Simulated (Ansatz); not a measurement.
A structure relaxed at PBE-D4/def2-SVP in Ansatz, charge 0, singlet:

```xyz
7

Mo   -0.4839   -0.0101    0.0813
N     0.6739   -1.1095    0.7528
H     1.6241   -1.4760    0.8908
N     0.3431    1.1330   -0.9239
H     1.1817    1.5353   -1.3613
Cl   -1.4377    1.1467    1.8180
Cl   -1.9012   -1.2194   -1.2577
```

Question: Give its formula, name or SMILES and point group.

Answer: Mo(NH)2Cl2 (MoN2Cl2H2). Point group C2v (tolerance 0.1 Å).

Question: Summarise the bond lengths by kind (pairs closer than 1.2 times the sum of covalent radii, bridged metal pairs left out).

Answer: 2 × Mo–N 1.73 Å; 2 × Cl–Mo 2.29 Å; 2 × H–N 1.03 Å. The metal has 4 neighbours: N 1.73 Å, N 1.73 Å, Cl 2.29 Å, Cl 2.29 Å.

In the def2 sets Mo takes a core potential; there is no spin–orbit coupling. The restricted singlet is unstable towards broken spin symmetry in Hartree–Fock (as tested in another run); at PBE-D4/def2-SVP this wasn't settled.
